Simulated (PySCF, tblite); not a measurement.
Isomers of C4H10F3PSi, one GFN2-xTB conformer each. Single-point energies are computed at PBE0/pcSseg-1 (PySCF, gas phase, no added dispersion term), electronic only.

**Question.** Rank them by PBE0/pcSseg-1 energy, lowest first (kcal/mol).
A. `[CH3:1][CH2:2][P:3]([SiH2:4][CH3:5])[C:6]([F:7])([F:8])[F:9]` with C1–C2–P3–Si4 177°, C2–P3–Si4–C5 -178°
B. `[CH3:1][P:2]([SiH3:3])[CH2:4][CH2:5][C:6]([F:7])([F:8])[F:9]` with C1–P2–C4–C5 78°, P2–C4–C5–C6 178°

**Answer.** B (0.0), A (0.2).

As drawn, the higher has an Si–C bond, which the lower lacks. Neighbours under 2.5 kcal/mol apart (CP([SiH3])CCC(F)(F)F and CCP([SiH2]C)C(F)(F)F) can change places with a better method, another conformer or zero-point energy. GFN2-xTB itself gives, in the same order: 0.0, 5.5. Both levels put the same isomer lowest.

**Question.** Which frontier levels, dipoles and rotational constants go with these structures?

**Answer.** 
```csv
SMILES,"HOMO (eV, PBE0/pcSseg-1)",LUMO (eV),dipole (D),"A, B, C (MHz)"
CP([SiH3])CCC(F)(F)F,-6.95,0.15,2.14,"2284, 469.9, 438.8"
CCP([SiH2]C)C(F)(F)F,-7.39,0.05,2.17,"1437, 943.6, 687.2"
```

**Question.** What happens when harmonic zero-point energies from GFN2-xTB frequencies are added?

**Answer.** 
```json
{"SMILES": "CP([SiH3])CCC(F)(F)F", "ZPE (kcal/mol)": "81.7", "electronic (kcal/mol)": "0.0", "with ZPE (kcal/mol)": "0.0"}
{"SMILES": "CCP([SiH2]C)C(F)(F)F", "ZPE (kcal/mol)": "83.1", "electronic (kcal/mol)": "0.2", "with ZPE (kcal/mol)": "1.5"}
```

The zero-point energies span 1.4 kcal/mol. The order is unchanged.

**Question.** As an exercise, what shares would exp(−E/RT) give at 298.15 K from these electronic energies alone (no entropy, no degeneracies)?

**Answer.** RT = 0.592 kcal/mol: CP([SiH3])CCC(F)(F)F 58.7 %, CCP([SiH2]C)C(F)(F)F 41.3 %.
